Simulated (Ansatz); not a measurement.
Stepwise reaction of `[F][GeH]([F])[F]` with hydrogen, as a gas-phase model of exchange steps in deposition or etching. ΔE in kJ/mol; ΔG adds harmonic PBE0-D4 terms to CCSD(T)/CBS, at 1 bar.

Gas-phase electronic energies from Ansatz, PBE0-D4/def2-TZVP geometries. CCSD(T)/CBS is the MP2 limit (def2-TZVPP, def2-QZVPP) plus CCSD(T) − MP2 in def2-TZVPP, frozen cores. This one scheme is used for every species. Functionals use def2-TZVPP. B3LYP here is the variant with VWN-RPA as its local correlation; programs differ in this. For Ge outer-core shells are correlated without core-valence functions, which leaves a few kJ/mol of doubt a bond. Scalar relativity is left out up to krypton.

```csv
step,reaction,PBE-D4,B3LYP-D4,ωB97M-V,CCSD(T)/CBS,ΔG(600 K)
1,`[F][GeH]([F])[F]` + H₂ → `[F][GeH2][F]` + H–F,47.4,50.1,51.0,45.6,41.5
2,`[F][GeH2][F]` + H₂ → `[F][GeH3]` + H–F,49.8,53.2,52.7,47.0,46.9
3,`[F][GeH3]` + H₂ → GeH₄ + H–F,30.8,36.4,34.6,28.1,32.8
```

Question: By hand: ΔE of the 3 steps together at CCSD(T)/CBS.

Answer: (45.6) + (47.0) + (28.1) = 120.7 kJ/mol, or 40.2 kJ/mol a step.

In ΔE step 3 is the lowest and step 2 the highest. All are uphill at CCSD(T)/CBS. ΔG lies between 32.8 and 46.9 kJ/mol a step. PBE-D4 differs from CCSD(T)/CBS by 1.8 to 2.8 kJ/mol a step. Isolated molecules leave out the surface, adducts and barriers. Largest T1 diagnostic: 0.012.
